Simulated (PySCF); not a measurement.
BClH₃NSi, BFH₃NSi, BH₅N₂Si, CH₆B₂Si and others (calculated)

Calculation on a computer-drawn molecule: optimised geometry and harmonic frequencies of an isolated molecule of the commonest isotopes, restricted reference for singlets and unrestricted otherwise, frozen core in MP2. Program: PySCF 2.14.0.

Common to all runs: charge 0; multiplicity 1; basis cc-pV(D+d)Z.

(1) BClH₃NSi

Start structure:
```xyz
7
BClH3NSi
B     -0.5794     0.7201    -0.2470
Si    -0.7302     1.0919     1.7327
N     -0.4648     2.3164     2.6653
Cl    -1.4046    -0.6504     2.5785
H      0.4394     0.2957    -0.7064
H     -1.5133     0.9076    -0.9693
H     -0.1356     3.2169     2.3741
```

Settings of this run: method MP2.

The calculation gives: rotational constants 5.719, 3.838, 2.343 GHz; total energy -829.7848 hartree; convergence status largest gradient component 3.078e-05 hartree/bohr.

Drawn bonds:
| atom | other atom | order |
| --- | --- | --- |
| 1 | 2 | 1 |
| 2 | 3 | 2 |
| 2 | 4 | 1 |
| 1 | 5 | 1 |
| 1 | 6 | 1 |
| 3 | 7 | 1 |

Optimised structure:
```xyz
7
BClH3NSi
B     -0.5819     0.7137    -0.2445
Si    -0.7196     1.1217     1.7250
N     -0.4701     2.3368     2.7511
Cl    -1.3944    -0.6480     2.5189
H      0.4365     0.2672    -0.7051
H     -1.5264     0.8866    -0.9704
H     -0.1325     3.2203     2.3529
```

Modes:
| frequency (cm⁻¹) | reduced mass (dalton) |
| --- | --- |
| 114.3 | 1.084 |
| 120.1 | 3.253 |
| 208.5 | 4.801 |
| 258.9 | 5.486 |
| 523.2 | 10.01 |
| 585.6 | 1.637 |
| 591.3 | 1.098 |
| 636.3 | 1.302 |
| 683.8 | 2.96 |
| 917.5 | 1.403 |
| 1114 | 6.409 |
| 1191 | 1.163 |
| 2648 | 1.052 |
| 2746 | 1.127 |
| 3572 | 1.077 |

(2) BFH₃NSi

Start structure:
```xyz
7
BFH3NSi
B      0.5694    -0.1126    -2.3740
Si     0.8712    -0.0854    -0.5183
N      0.0313     0.5951     0.6183
F      2.3649    -0.9277    -0.2326
H      0.9020     0.7241    -3.0820
H     -0.1721    -0.9884    -2.8282
H      0.1414     0.6335     1.6974
```

Settings of this run: method HF.

The calculation gives: rotational constants 7.182, 6.392, 3.482 GHz; total energy -469.2574 hartree; convergence status largest gradient component 9.488e-06 hartree/bohr.

Drawn bonds:
| atom | other atom | order |
| --- | --- | --- |
| 1 | 2 | 1 |
| 2 | 3 | 2 |
| 2 | 4 | 1 |
| 1 | 5 | 1 |
| 1 | 6 | 1 |
| 3 | 7 | 1 |

Optimised structure:
```xyz
7
BFH3NSi
B      0.5057    -0.1180    -2.3837
Si     0.9592    -0.1225    -0.4260
N      0.0701     0.5603     0.6389
F      2.3384    -0.9278    -0.2312
H      0.8929     0.7619    -3.0935
H     -0.1602    -0.9920    -2.8534
H      0.1020     0.6767     1.6294
```

Modes:
| frequency (cm⁻¹) | reduced mass (dalton) |
| --- | --- |
| 111.6 | 1.055 |
| 177 | 3.903 |
| 274.6 | 3.674 |
| 320.4 | 3.589 |
| 555.2 | 1.466 |
| 618.6 | 1.271 |
| 657.3 | 5.207 |
| 720.1 | 1.24 |
| 883.3 | 10.27 |
| 964.5 | 1.413 |
| 1256 | 1.181 |
| 1331 | 6.822 |
| 2712 | 1.053 |
| 2801 | 1.127 |
| 3907 | 1.083 |

(3) BH₅N₂Si

Start structure:
```xyz
9
BH5N2Si
B      0.5179     0.8255     1.1693
Si     0.9854    -0.1207    -0.4393
N      0.0706    -0.7372    -1.6798
N      2.6550    -0.3811    -0.6572
H      0.2101     0.1533     2.2068
H      0.2782     1.9828     1.1712
H     -0.9136    -0.6635    -1.7709
H      3.3143    -0.4183     0.0890
H      2.9545    -0.9264    -1.4588
```

Here we set method HF.

Results for BH₅N₂Si: rotational constants 7.225, 6.077, 3.352 GHz; total energy -425.4037 hartree; convergence status largest gradient component 1.256e-05 hartree/bohr.

Drawn bonds:
| atom | other atom | order |
| --- | --- | --- |
| 1 | 2 | 1 |
| 2 | 3 | 2 |
| 2 | 4 | 1 |
| 1 | 5 | 1 |
| 1 | 6 | 1 |
| 3 | 7 | 1 |
| 4 | 8 | 1 |
| 4 | 9 | 1 |

Optimised structure:
```xyz
9
BH5N2Si
B      0.4732     0.7804     1.1574
Si     0.9632    -0.1954    -0.5550
N      0.0487    -0.6546    -1.7517
N      2.6131    -0.5291    -0.5887
H      0.8472     0.3883     2.2278
H     -0.2196     1.7568     1.1317
H     -0.9225    -0.4173    -1.8206
H      3.2256    -0.4196     0.1938
H      3.0436    -0.9952    -1.3644
```

Modes:
| frequency (cm⁻¹) | reduced mass (dalton) |
| --- | --- |
| 79.66 | 1.035 |
| 189.2 | 2.776 |
| 269.5 | 3.517 |
| 282.8 | 1.22 |
| 307.4 | 2.658 |
| 446.9 | 1.17 |
| 603.1 | 1.573 |
| 607.1 | 1.151 |
| 634.3 | 1.884 |
| 696.4 | 1.453 |
| 857.5 | 1.49 |
| 927.9 | 3.983 |
| 952.3 | 1.48 |
| 1239 | 3.774 |
| 1267 | 1.365 |
| 1676 | 1.132 |
| 2685 | 1.055 |
| 2767 | 1.124 |
| 3792 | 1.051 |
| 3841 | 1.079 |
| 3900 | 1.097 |

(4) CH₆B₂Si

Start structure:
```xyz
10
CH6B2Si
B     -2.5848    -1.3441     0.1761
Si    -1.9181    -0.0232    -1.0813
B     -0.2969    -0.2105    -2.1172
C     -2.8687     1.4992    -1.1177
H     -1.8312    -2.1011     0.7631
H     -3.6764    -1.4701     0.3907
H     -0.2321     0.3642    -3.1519
H      0.5977    -0.8353    -1.7582
H     -3.5786     1.7360    -0.5019
H     -2.4481     2.3416    -1.6911
```

It was run with method HF.

The calculation gives: rotational constants 6.869, 5.275, 2.984 GHz; total energy -379.5553 hartree; convergence status largest gradient component 2.524e-05 hartree/bohr.

Drawn bonds:
| atom | other atom | order |
| --- | --- | --- |
| 1 | 2 | 1 |
| 2 | 3 | 1 |
| 2 | 4 | 2 |
| 1 | 5 | 1 |
| 1 | 6 | 1 |
| 3 | 7 | 1 |
| 3 | 8 | 1 |
| 4 | 9 | 1 |
| 4 | 10 | 1 |

Optimised structure:
```xyz
10
CH6B2Si
B     -2.5746    -1.3602     0.2975
Si    -1.8914     0.0069    -1.0109
B     -0.2184    -0.1328    -2.1195
C     -2.8319     1.4400    -1.1997
H     -2.0042    -2.3938     0.5106
H     -3.5924    -1.1433     0.8940
H      0.0691     0.7640    -2.8625
H      0.5127    -1.0826    -2.0706
H     -3.7514     1.6173    -0.6501
H     -2.5548     2.2411    -1.8781
```

Modes:
| frequency (cm⁻¹) | reduced mass (dalton) |
| --- | --- |
| 159.5 | 2.642 |
| 172.5 | 2.377 |
| 206.5 | 1.014 |
| 208.1 | 1.241 |
| 212.3 | 2.285 |
| 586.1 | 4.08 |
| 622 | 1.008 |
| 629.2 | 1.191 |
| 706.3 | 3.11 |
| 740.5 | 1.394 |
| 846.1 | 1.705 |
| 902.9 | 1.318 |
| 960.4 | 1.307 |
| 976.8 | 1.303 |
| 981.9 | 4.321 |
| 1255 | 1.165 |
| 1266 | 1.143 |
| 1520 | 1.198 |
| 2673 | 1.053 |
| 2680 | 1.053 |
| 2757 | 1.126 |
| 2759 | 1.126 |
| 3288 | 1.058 |
| 3377 | 1.112 |

(5) BH₄NOSi

Start structure:
```xyz
8
BH4NOSi
B      0.9837    -0.8025     0.2172
Si    -0.2492    -0.7463     1.6907
N     -1.8964    -0.7099     1.2035
O      0.1568    -0.6321     3.1615
H      1.3427     0.1669    -0.3309
H      1.3984    -1.8093    -0.2192
H     -2.2248    -0.7602     0.2311
H     -2.6278    -0.6833     1.8466
```

Here we set method HF.

Results for BH₄NOSi: rotational constants 7.291, 6.318, 3.484 GHz; total energy -445.2742 hartree; convergence status largest gradient component 3.289e-05 hartree/bohr.

Drawn bonds:
| atom | other atom | order |
| --- | --- | --- |
| 1 | 2 | 1 |
| 2 | 3 | 1 |
| 2 | 4 | 2 |
| 1 | 5 | 1 |
| 1 | 6 | 1 |
| 3 | 7 | 1 |
| 3 | 8 | 1 |

Optimised structure:
```xyz
8
BH4NOSi
B      0.9938    -0.7975     0.1721
Si    -0.2983    -0.7108     1.7218
N     -1.8953    -0.7246     1.2139
O      0.1377    -0.6425     3.1568
H      1.3979     0.2008    -0.3513
H      1.4028    -1.8478    -0.2317
H     -2.1935    -0.7663     0.2593
H     -2.6618    -0.6881     1.8597
```

Modes:
| frequency (cm⁻¹) | reduced mass (dalton) |
| --- | --- |
| 109.6 | 1.026 |
| 188.7 | 3.337 |
| 283.1 | 2.792 |
| 315.8 | 3.83 |
| 382.5 | 1.153 |
| 491.2 | 1.226 |
| 636.1 | 3.846 |
| 681.9 | 1.407 |
| 826.3 | 1.512 |
| 939.8 | 3.172 |
| 960.4 | 1.673 |
| 1258 | 1.178 |
| 1337 | 12.19 |
| 1678 | 1.136 |
| 2696 | 1.054 |
| 2777 | 1.125 |
| 3782 | 1.051 |
| 3887 | 1.097 |

(6) BFH₂Si

Start structure:
```xyz
5
BFH2Si
B      0.7986     0.4646     0.3542
Si     1.5667     2.2179     0.2155
F      2.2513     2.9364    -1.0221
H     -0.3488     0.3704     0.4654
H      1.3791    -0.4391     0.8601
```

Here we set method HF.

The calculation gives: rotational constants 19.93, 7.732, 5.843 GHz; total energy -414.1898 hartree; convergence status largest gradient component 3.065e-05 hartree/bohr.

Drawn bonds:
| atom | other atom | order |
| --- | --- | --- |
| 1 | 2 | 1 |
| 2 | 3 | 1 |
| 1 | 4 | 1 |
| 1 | 5 | 1 |

Optimised structure:
```xyz
5
BFH2Si
B      0.8198     0.5759     0.4754
Si     1.6456     2.4719     0.5192
F      2.0525     2.5078    -1.0720
H     -0.3495     0.4006     0.2514
H      1.4785    -0.4061     0.6991
```

Modes:
| frequency (cm⁻¹) | reduced mass (dalton) |
| --- | --- |
| 187.7 | 4.176 |
| 225.9 | 1.072 |
| 461 | 1.198 |
| 593.6 | 4.884 |
| 829.7 | 15.6 |
| 914.9 | 1.52 |
| 1238 | 1.15 |
| 2651 | 1.055 |
| 2725 | 1.121 |

(7) BFH₂Si

Start structure:
```xyz
5
BFH2Si
B      0.8198     0.5759     0.4754
Si     1.6456     2.4719     0.5192
F      2.0525     2.5078    -1.0720
H     -0.3495     0.4006     0.2514
H      1.4785    -0.4061     0.6991
```

It was run with method MP2.

Results for BFH₂Si: rotational constants 19.39, 7.747, 5.806 GHz; total energy -414.5328 hartree; convergence status largest gradient component 2.218e-05 hartree/bohr.

Drawn bonds:
| atom | other atom | order |
| --- | --- | --- |
| 1 | 2 | 1 |
| 2 | 3 | 1 |
| 1 | 4 | 1 |
| 1 | 5 | 1 |

Optimised structure:
```xyz
5
BFH2Si
B      0.8220     0.5819     0.4782
Si     1.6453     2.4776     0.5310
F      2.0519     2.5023    -1.0807
H     -0.3526     0.3989     0.2476
H      1.4803    -0.4105     0.6970
```

Modes:
| frequency (cm⁻¹) | reduced mass (dalton) |
| --- | --- |
| 142.5 | 4.008 |
| 219.8 | 1.07 |
| 425.1 | 1.202 |
| 577.5 | 4.783 |
| 804.3 | 12.61 |
| 871.8 | 1.586 |
| 1181 | 1.151 |
| 2601 | 1.056 |
| 2682 | 1.121 |

(8) BH₄NSi

Start structure:
```xyz
7
BH4NSi
B     -1.1969     2.9159    -3.0483
Si    -2.2160     2.4226    -1.5625
N     -2.9070     0.8804    -1.0305
H     -1.7625     3.6793    -3.8320
H     -0.0939     2.9882    -3.0182
H     -3.3889     0.8200    -0.2172
H     -2.9728     0.1086    -1.6765
```

Here we set method HF.

It finds rotational constants 20.41, 7.166, 5.549 GHz; total energy -370.3510 hartree; convergence status largest gradient component 6.753e-06 hartree/bohr.

Drawn bonds:
| atom | other atom | order |
| --- | --- | --- |
| 1 | 2 | 1 |
| 2 | 3 | 1 |
| 1 | 4 | 1 |
| 1 | 5 | 1 |
| 3 | 6 | 1 |
| 3 | 7 | 1 |

Optimised structure:
```xyz
7
BH4NSi
B     -1.3303     2.8916    -2.8959
Si    -2.2730     2.7009    -1.0843
N     -2.8299     1.0889    -1.1749
H     -1.8959     3.3338    -3.8640
H     -0.1499     2.6844    -3.0238
H     -3.3459     0.6813    -0.4180
H     -2.7131     0.4341    -1.9244
```

Modes:
| frequency (cm⁻¹) | reduced mass (dalton) |
| --- | --- |
| 200.4 | 2.838 |
| 223.5 | 1.064 |
| 421.5 | 1.055 |
| 562.2 | 1.257 |
| 587.4 | 4.661 |
| 675.1 | 1.164 |
| 832.7 | 1.197 |
| 890.4 | 5.578 |
| 967.4 | 1.513 |
| 1246 | 1.152 |
| 1715 | 1.116 |
| 2638 | 1.055 |
| 2706 | 1.121 |
| 3773 | 1.05 |
| 3865 | 1.098 |

(9) BH₄NSi

Start structure:
```xyz
7
BH4NSi
B     -1.3303     2.8916    -2.8959
Si    -2.2730     2.7009    -1.0843
N     -2.8299     1.0889    -1.1749
H     -1.8959     3.3338    -3.8640
H     -0.1499     2.6844    -3.0238
H     -3.3459     0.6813    -0.4180
H     -2.7131     0.4341    -1.9244
```

Here we set method MP2.

It finds rotational constants 20.35, 7.148, 5.536 GHz; total energy -370.6868 hartree; convergence status largest gradient component 1.335e-05 hartree/bohr.

Drawn bonds:
| atom | other atom | order |
| --- | --- | --- |
| 1 | 2 | 1 |
| 2 | 3 | 1 |
| 1 | 4 | 1 |
| 1 | 5 | 1 |
| 3 | 6 | 1 |
| 3 | 7 | 1 |

Optimised structure:
```xyz
7
BH4NSi
B     -1.3324     2.8822    -2.8989
Si    -2.2655     2.7073    -1.0957
N     -2.8321     1.0838    -1.1742
H     -1.8928     3.3507    -3.8667
H     -0.1404     2.6983    -3.0235
H     -3.3550     0.6829    -0.3980
H     -2.7200     0.4098    -1.9283
```

Modes:
| frequency (cm⁻¹) | reduced mass (dalton) |
| --- | --- |
| 167.1 | 2.87 |
| 223 | 1.073 |
| 407.9 | 1.063 |
| 529.5 | 1.243 |
| 576.7 | 4.577 |
| 677.1 | 1.159 |
| 779.7 | 1.187 |
| 864.7 | 5.425 |
| 925.2 | 1.541 |
| 1190 | 1.154 |
| 1584 | 1.116 |
| 2590 | 1.056 |
| 2667 | 1.121 |
| 3582 | 1.049 |
| 3689 | 1.098 |

(10) CH₃B₂Cl

Start structure:
```xyz
7
CH3B2Cl
C     -2.1920     1.3874     0.2166
B     -1.1051     0.5433     0.1739
B      0.1211    -0.4357     0.2413
Cl     0.2230    -1.7840     1.3554
H     -2.2948     2.2633    -0.4774
H     -3.0611     1.4037     0.8205
H      1.1098    -0.3629    -0.5284
```

Settings of this run: method HF.

It finds rotational constants 28.95, 2.378, 2.198 GHz; total energy -548.4656 hartree; convergence status largest gradient component 6.705e-06 hartree/bohr.

Drawn bonds:
| atom | other atom | order |
| --- | --- | --- |
| 1 | 2 | 2 |
| 2 | 3 | 1 |
| 3 | 4 | 1 |
| 1 | 5 | 1 |
| 1 | 6 | 1 |
| 3 | 7 | 1 |

Optimised structure:
```xyz
7
CH3B2Cl
C     -2.2151     1.4448     0.1842
B     -1.1359     0.5698     0.2089
B      0.1676    -0.4646     0.2186
Cl     0.2188    -1.8018     1.3706
H     -2.2690     2.2737    -0.5145
H     -3.0576     1.3445     0.8609
H      1.0921    -0.3513    -0.5267
```

Modes:
| frequency (cm⁻¹) | reduced mass (dalton) |
| --- | --- |
| 125.6 | 3.811 |
| 237.6 | 2.657 |
| 355.8 | 2.472 |
| 356.5 | 1.18 |
| 651.8 | 2.969 |
| 804.5 | 2.781 |
| 838.2 | 1.58 |
| 885.5 | 2.753 |
| 891.3 | 1.314 |
| 1138 | 1.495 |
| 1413 | 1.196 |
| 1700 | 5.453 |
| 2764 | 1.093 |
| 3296 | 1.063 |
| 3377 | 1.109 |
